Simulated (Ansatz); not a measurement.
H9PSi3 (`[SiH3]P([SiH3])[SiH3]`), 13 atoms. The species carries charge 0 and has multiplicity 1. Hardware: A = 2 threads of an AMD EPYC 7R13 on a shared host and a share of an NVIDIA H100 80 GB; B = 2 threads of a server CPU on a shared host. Correlated methods freeze the cores. Open-shell runs search over several starts.

**Question.** How many basis functions does each run have, and how long does it take in Ansatz? RKS ωB97M-V/def2-SVP energy [B]; UKS ωB97X-V/def2-TZVPP energy of the cation [B]; direct RPA on PBE orbitals/def2-TZVPP energy [B]; UKS PBE0-D4/def2-TZVPP energy of the cation [B]; RHF-MP2/def2-QZVPP energy [A]; RKS PBE0-D4/def2-QZVPP energy [A]; RKS PBE-QIDH (frozen core)/def2-TZVPP energy [B]; RKS PBE0-D4/def2-TZVP frequencies [B]; RHF-CCSD(T)/cc-pV(D+d)Z energy [B]; RHF-CCSD(T)/cc-pV(T+d)Z energy [A]; RKS BLYP-D4/def2-TZVPP energy [B]; UKS B2PLYP (frozen core)/def2-TZVPP energy of the cation [B]. (Estimate.)

**Answer.** Ansatz gave: Other jobs shared the machine, so times are rough.

| level | job | functions | wall time | peak host memory (GiB) |
| --- | --- | --- | --- | --- |
| RKS PBE0-D4/def2-QZVPP | energy [A] | 550 | 3.7 s | 1.1 |
| RKS BLYP-D4/def2-TZVPP | energy [B] | 294 | 3.8 s | 0.5 |
| RHF-CCSD(T)/cc-pV(T+d)Z | energy [A] | 282 | 5.5 s | 0.81 |
| RKS ωB97M-V/def2-SVP | energy [B] | 117 | 9 s | 0.56 |
| RKS PBE-QIDH (frozen core)/def2-TZVPP | energy [B] | 294 | 12 s | 0.88 |
| direct RPA on PBE orbitals/def2-TZVPP | energy [B] | 294 | 15 s | 0.8 |
| RHF-CCSD(T)/cc-pV(D+d)Z | energy [B] | 137 | 23 s | 0.8 |
| UKS PBE0-D4/def2-TZVPP | energy of the cation [B] | 294 | 28 s | 1.3 |
| UKS B2PLYP (frozen core)/def2-TZVPP | energy of the cation [B] | 294 | 35 s | 1.1 |
| RHF-MP2/def2-QZVPP | energy [A] | 550 | 43 s | 1.1 |
| UKS ωB97X-V/def2-TZVPP | energy of the cation [B] | 294 | 54 s | 1.6 |
| RKS PBE0-D4/def2-TZVP | frequencies [B] | 202 | 11 min | 0.65 |
